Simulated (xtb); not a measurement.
Job for xtb: GFN1-xTB on CN2O2 (a complex), monomers drawn apart or pushed together.

```
$ xtb mol.xyz --gfn 1 --sp --chrg 0 --uhf 0
5

O     -0.52488894    -1.04135634    -0.27139764
C     -0.01876504     0.00190099    -0.27380866
O      0.48721427     1.04519097    -0.28300087
N      0.02629586    -0.00345064     3.34023927
N      0.04217348    -0.00351298     4.43072781
```

The log:

```
[...]
           -------------------------------------------------
          |                Calculation Setup                |
           -------------------------------------------------



molecular fragmentation (1/2 indicates fragments):
11122
# atoms in fragment 1/2:     3     2
 fragment masses (1/2) :       44.01       28.01
CMA distance (Bohr)    :   7.865
constraining FC (au)   :  0.0500

           -------------------------------------------------
          |                 G F N 1 - x T B                 |
           -------------------------------------------------

        Reference                      10.1021/acs.jctc.7b00118
      * Hamiltonian:
        H0-scaling (s, p, d)           1.850000    2.250000    2.000000
        zeta-weighting                 0.000000
      * Dispersion:
        s8                             2.400000
        a1                             0.630000
        a2                             5.000000
        s9                             0.000000
      * Repulsion:
        kExp                           1.500000
        rExp                           1.000000
      * Coulomb:
        alpha                          2.000000
        third order                    atomic
        anisotropic                    false
      * Halogen bond correction:
        rad-scale                      1.300000
        damping                        0.440000


          ...................................................
          :                      SETUP                      :
          :.................................................:
          :  # basis functions                  20          :
          :  # atomic orbitals                  20          :
          :  # shells                           10          :
          :  # electrons                        26          :
          :  # halogen bonds                     0          :
          :  max. iterations                   250          :
          :  Hamiltonian                  GFN1-xTB          :
          :  restarted?                      false          :
          :  GBSA solvation                  false          :
          :  PC potential                    false          :
          :  electronic temp.          300.0000000     K    :
          :  accuracy                    1.0000000          :
          :  -> integral cutoff          0.2500000E+02      :
          :  -> integral neglect         0.1000000E-07      :
          :  -> SCF convergence          0.1000000E-05 Eh   :
          :  -> wf. convergence          0.2000000E-04 e    :
          :  Broyden damping             0.4000000          :
          :  net charge                          0          :
          :  unpaired electrons                  0          :
          ...................................................

 iter      E             dE          RMSdq      gap      omega  full diag
   1    -17.9414185 -0.179414E+02  0.791E+00    6.04       0.0  T
   2    -18.0656017 -0.124183E+00  0.457E+00    5.84       1.0  T
   3    -18.0777469 -0.121452E-01  0.252E+00    6.04       1.0  T
   4    -18.0803763 -0.262949E-02  0.235E-01    6.04       1.0  T
   5    -18.0806850 -0.308684E-03  0.485E-02    6.04       1.0  T
   6    -18.0806990 -0.139914E-04  0.293E-03    6.04      15.3  T
   7    -18.0806991 -0.407913E-07  0.863E-04    6.04      51.8  T
   8    -18.0806991 -0.311229E-08  0.202E-06    6.04   22152.8  T
   9    -18.0806991 -0.710543E-14  0.151E-07    6.04  100000.0  T

   *** convergence criteria satisfied after 9 iterations ***

         #    Occupation            Energy/Eh            Energy/eV
      -------------------------------------------------------------
         1        2.0000           -0.9003930             -24.5009
       ...           ...                  ...                  ...
         7        2.0000           -0.6676363             -18.1673
         8        2.0000           -0.6610311             -17.9876
         9        2.0000           -0.6015874             -16.3700
        10        2.0000           -0.6015874             -16.3700
        11        2.0000           -0.5795368             -15.7700
        12        2.0000           -0.5795360             -15.7700
        13        2.0000           -0.5184731             -14.1084 (HOMO)
        14                         -0.2966711              -8.0728 (LUMO)
        15                         -0.2966703              -8.0728
        16                         -0.2698496              -7.3430
        17                         -0.2698427              -7.3428
        18                          0.2363811               6.4323
       ...                                ...                  ...
        20                          1.4594507              39.7137
      -------------------------------------------------------------
                  HL-Gap            0.2218020 Eh            6.0355 eV
             Fermi-level           -0.4075721 Eh          -11.0906 eV

 SCC (total)                   0 d,  0 h,  0 min,  0.004 sec
 SCC setup                      ...        0 min,  0.000 sec (  3.867%)
 Dispersion                     ...        0 min,  0.000 sec (  1.398%)
 classical contributions        ...        0 min,  0.000 sec (  0.881%)
 integral evaluation            ...        0 min,  0.001 sec ( 19.979%)
 iterations                     ...        0 min,  0.002 sec ( 39.817%)
 molecular gradient             ...        0 min,  0.001 sec ( 29.539%)
 printout                       ...        0 min,  0.000 sec (  4.195%)

         :::::::::::::::::::::::::::::::::::::::::::::::::::::
         ::                     SUMMARY                     ::
         :::::::::::::::::::::::::::::::::::::::::::::::::::::
         :: total energy             -17.877829545510 Eh    ::
         :: gradient norm              0.068755386483 Eh/a0 ::
         :: HOMO-LUMO gap              6.035540350106 eV    ::
         ::.................................................::
         :: SCC energy               -18.080699068602 Eh    ::
         :: -> electrostatic           0.071821485537 Eh    ::
         :: repulsion energy           0.203795468532 Eh    ::
         :: dispersion energy         -0.000925945439 Eh    ::
         :: halogen bond corr.         0.000000000000 Eh    ::
         :: add. restraining           0.000000000000 Eh    ::
         :: total charge               0.000000000000 e     ::
         :::::::::::::::::::::::::::::::::::::::::::::::::::::

           -------------------------------------------------
          |                Property Printout                |
           -------------------------------------------------

    * Orbital Energies and Occupations

         #    Occupation            Energy/Eh            Energy/eV
      -------------------------------------------------------------
         1        2.0000           -0.9003930             -24.5009
         2        2.0000           -0.8863522             -24.1189
         3        2.0000           -0.8624003             -23.4671
         4        2.0000           -0.7261058             -19.7583
         5        2.0000           -0.7185259             -19.5521
         6        2.0000           -0.7185159             -19.5518
         7        2.0000           -0.6676363             -18.1673
         8        2.0000           -0.6610311             -17.9876
         9        2.0000           -0.6015874             -16.3700
        10        2.0000           -0.6015874             -16.3700
        11        2.0000           -0.5795368             -15.7700
        12        2.0000           -0.5795360             -15.7700
        13        2.0000           -0.5184731             -14.1084 (HOMO)
        14                         -0.2966711              -8.0728 (LUMO)
Note: The following floating-point exceptions are signalling: IEEE_DENORMAL
normal termination of xtb
        15                         -0.2966703              -8.0728
        16                         -0.2698496              -7.3430
        17                         -0.2698427              -7.3428
        18                          0.2363811               6.4323
        19                          1.1103774              30.2149
        20                          1.4594507              39.7137
      -------------------------------------------------------------
                  HL-Gap            0.2218020 Eh            6.0355 eV
             Fermi-level           -0.4075721 Eh          -11.0906 eV

  Mulliken/CM5 charges         n(s)   n(p)   n(d)
     1O    -0.37202 -0.41331   1.714  4.658  0.000
     2C     0.74397  0.82702   0.914  2.342  0.000
     3O    -0.37202 -0.41331   1.714  4.658  0.000
     4N    -0.00492 -0.00535   1.649  3.356  0.000
     5N     0.00498  0.00495   1.648  3.347  0.000

Wiberg/Mayer (AO) data.
largest (>0.10) Wiberg bond orders for each atom

 ---------------------------------------------------------------------------
     #   Z sym  total        # sym  WBO       # sym  WBO       # sym  WBO
 ---------------------------------------------------------------------------
     1   8 O    2.243 --     2 C    1.924     3 O    0.320
     2   6 C    3.848 --     1 O    1.924     3 O    1.924
     3   8 O    2.243 --     2 C    1.924     1 O    0.320
     4   7 N    3.000 --     5 N    3.000
     5   7 N    3.000 --     4 N    3.000
 ---------------------------------------------------------------------------

Topologies differ in total number of bonds
Writing topology from bond orders to xtbtopo.mol

 dipole moment from electron density (au)
     X       Y       Z
   0.0003  -0.0000   0.0166  total (Debye):    0.042


           -------------------------------------------------
          | TOTAL ENERGY              -17.877829545510 Eh   |
          | GRADIENT NORM               0.068755386483 Eh/α |
          | HOMO-LUMO GAP               6.035540350106 eV   |
           -------------------------------------------------

------------------------------------------------------------------------
------------------------------------------------------------------------
 total:
 SCF:
```

The run finished.

Cost: roughly 0.04 core-seconds.
